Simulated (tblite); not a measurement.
C4H6FOSi2 (doublet state).
Atom-mapped SMILES: `[F:1][c:2]1[c:3][cH:4][o:5][c:6]1[SiH2:7][SiH3:8]` (hydrogens: H9 on C4; H10, H11 on Si7; H12, H13, H14 on Si8)

The geometry is computed with GFN2-xTB (gas phase). This method treats the open shell by occupation alone, without spin polarisation.

Give the optimised bond lengths and angles.

| bond | length (Å) | order |
| --- | --- | --- |
| F1–C2 | 1.334 | single |
| C2–C3 | 1.397 | aromatic |
| C3–C4 | 1.356 | aromatic |
| C4–O5 | 1.347 | aromatic |
| O5–C6 | 1.360 | aromatic |
| C6–Si7 | 1.880 | single |
| Si7–Si8 | 2.319 | single |
| C2–C6 | 1.373 | aromatic |
| C4–H9 | 1.070 | single |
| Si7–H10, Si7–H11 | 1.468 | single |
| Si8–H12, Si8–H13, Si8–H14 | 1.466 | single |

Bonds in one row agree within 0.01 Å and their mean is given. Orders are formal, as drawn. A selection of angles:
| angle | degrees |
| --- | --- |
| F1–C2–C3 | 128.4 |
| F1–C2–C6 | 125.1 |
| C3–C2–C6 | 106.5 |
| C2–C3–C4 | 107.1 |
| C3–C4–O5 | 109.7 |
| C3–C4–H9 | 132.1 |
| O5–C4–H9 | 118.2 |
| C4–O5–C6 | 107.8 |
| O5–C6–Si7 | 119.6 |
| C2–C6–O5 | 108.9 |
| C2–C6–Si7 | 131.6 |
| C6–Si7–Si8 | 108.9 |
| C6–Si7–H10 | 106.1 |
| C6–Si7–H11 | 103.1 |
| Si8–Si7–H10 | 114.1 |
| Si8–Si7–H11 | 116.5 |
| H10–Si7–H11 | 107.2 |
| Si7–Si8–H12 | 112.0 |
| Si7–Si8–H13 | 112.7 |
| Si7–Si8–H14 | 110.2 |
| H12–Si8–H13 | 107.0 |

Torsions: O5–C6–Si7–Si8 -112° (anticlinal). The mirror-image conformer, all signs reversed, is as good.

The 3 C–C bonds span 1.356 Å (C3–C4, aromatic) to 1.397 Å (C2–C3, aromatic), a spread of 0.041 Å. Si8 (silicon bonded to Si and 3 H) is tetrahedral (angles from 107.0° to 112.7°). C3 (carbon bonded to 2 C) is bent (angle 107.1°). C4 (carbon bonded to C, O and H) is planar (angles 132.1°, 118.2° and 109.7°, sum 360.0°, 0.00 Å off the plane of its three neighbours). C6 (carbon bonded to C, O and Si) is planar (angles 131.6°, 119.6° and 108.9°, sum 360.0°, 0.01 Å off the plane of its three neighbours). Si7 (silicon bonded to C, Si and 2 H) is distorted tetrahedral (angles from 103.1° to 116.5°). The 5-membered ring C2–C3–C4–O5–C6 has internal angles of 106.5° to 109.7°; it is planar, 0.00 Å rms from its mean plane, widest ring torsion 1°.

Point group: C1 (no symmetry element, even within 0.4 Å). Its lowest GFN2-xTB frequency is 11i cm⁻¹, too small to tell a flat minimum from a shallow saddle. 2 starts were optimised and ended at 0.00 and 0.03 kcal/mol (GFN2-xTB); the lowest of these is shown.
